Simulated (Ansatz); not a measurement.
A series at Sn: from `N#[C][Sn]([Cl])([C]#N)[C]#N`, ligands are replaced one by one, each step taking up HCl and setting free `C#N`; n counts the steps. Ansatz, PBE0-D4/def2-TZVP geometries.

| n | molecule | HOMO energy, ωB97M-V/def2-TZVPP (eV) |
| --- | --- | --- |
| 0 | `N#[C][Sn]([Cl])([C]#N)[C]#N` | -12.97 |
| 1 | `N#[C][Sn]([Cl])([Cl])[C]#N` | ? |
| 2 | `N#[C][Sn]([Cl])([Cl])[Cl]` | -12.29 |
| 3 | `[Cl][Sn]([Cl])([Cl])[Cl]` | -12.05 |

Problem. By hand: fit a straight line y = ȳ + b (n − n̄) to the 3 given rows and predict n = 1.

Solution. n̄ = 1.667, ȳ = -12.437; Σ(n − n̄)(y − ȳ) = 1.453, Σ(n − n̄)² = 4.667, so b = 0.311 eV a step. Prediction: -12.437 + (0.311) × (-0.667) = -12.64 eV.

Problem. By hand: compare with the computed value, -12.60 eV, and give the steps along the whole series.

Solution. The line misses by 0.04 eV (computed minus predicted). Steps: 0.37, 0.31, 0.24 eV.

The steps shrink at each stage, from 0.37 to 0.24 eV, so the series is curved. The highest orbital can change its character along such a series. The miss is 4.3 % of the series' range.
